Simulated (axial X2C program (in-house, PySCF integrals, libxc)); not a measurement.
# Testing model relations on NaBa

A bond curve at the PBE0 level, with spin–orbit coupling, was computed with an in-house all-electron X2C program for linear molecules (integrals from PySCF) (basis Ba dyall-cv3z [14s14p9d5f1g], Na dyall-cv3z [9s8p5d2f] (cores contracted in-house)) for the state Ω = 1/2 (⟨Sz⟩ = 0.50, ⟨Lz⟩ = 0.00 at PBE0). Its fit gives Re = 3.9195 Å, ωe = 98.7 cm⁻¹, ωexe = 0.7 cm⁻¹ and αe = 3.857e-04 cm⁻¹; the masses are 137.9052 and 22.9898 u. Two-component means X2C with spin–orbit coupling and atomic mean-field Coulomb and Gaunt terms.

Problem. Find the reduced mass, Be and the force constant.

Solution. From the PBE0 values: μ = 19.7049 u. Be = 16.8576/(μ Re²) = 0.05569 cm⁻¹. k = 5.8918×10⁻⁷ μ ωe² = 0.113 mdyn/Å.

Problem. Estimate the centrifugal constant by the Kratzer relation.

Solution. D = 4Be³/ωe² = 7.09e-08 cm⁻¹.

Problem. A Morse curve ties αe to the other constants (Pekeris). How well does that hold?

Solution. αe(Morse) = 6Be²/ωe × (√(ωexe/Be) − 1) = 4.799e-04 cm⁻¹; the PBE0 curve gives 3.857e-04 cm⁻¹, a ratio of 1.24.

Problem. Where do the fundamental and the first overtone lie?

Solution. ν(1←0) = ωe − 2ωexe = 97.3 cm⁻¹; ν(2←0) = 2ωe − 6ωexe = 193.2 cm⁻¹.

Problem. Estimate De from a Morse curve and compare with the computed well depth of 0.372 eV to Ba + Na.

Solution. De(Morse) = ωe²/(4ωexe) = 0.431 eV against 0.372 eV computed, a ratio of 1.16. The extrapolation overshoots: the well softens faster than a Morse curve, or the lowest atomic limit lies below the one to which the curve heads.

One determinant describes the state; a PBE0 search over occupations chose it and may have missed a lower one. De is counted from the lowest determinant-based energies of the atoms at the same level, without counterpoise correction. Density functionals use the spin component along the axis (collinear).
